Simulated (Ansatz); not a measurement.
Reaction (formal exchange of groups at the Si–C bond): `[SiH3]C[SiH2]C=S` + `FCSS` → `S=C[SiH2]S` + `FCSC[SiH3]`

Calculated with Ansatz (gas phase, PBE0-D4/def2-TZVP geometries, no zero-point term in ΔE). CCSD(T)/CBS is the MP2 limit (def2-TZVPP, def2-QZVPP) plus CCSD(T) − MP2 in def2-TZVPP, frozen cores. One conformer a species, not always the lowest.

```csv
level,ΔE (kJ/mol)
CCSD/def2-TZVPP,-34.0
CCSD(T)/def2-TZVPP,-33.4
HF/CBS(def2),-36.8
CCSD/CBS(def2),-32.5
```

(1) What does CCSD(T)/CBS give? (An estimate is asked.)

Largest T1 diagnostic among the species: 0.014.

Results:

(1) Ansatz gave: -32.0 kJ/mol. The listed levels differ from it by -2.0, -1.4, -4.8, -0.5 kJ/mol.

The D4 term adds +3.6 kJ/mol with B3LYP and +2.1 kJ/mol with PBE0; it sums over pairs of atoms, weighted by their polarisabilities, and B3LYP, whose exchange is more repulsive, gets the larger term.

B3LYP here is the variant with VWN-RPA as its local correlation; programs differ in this.
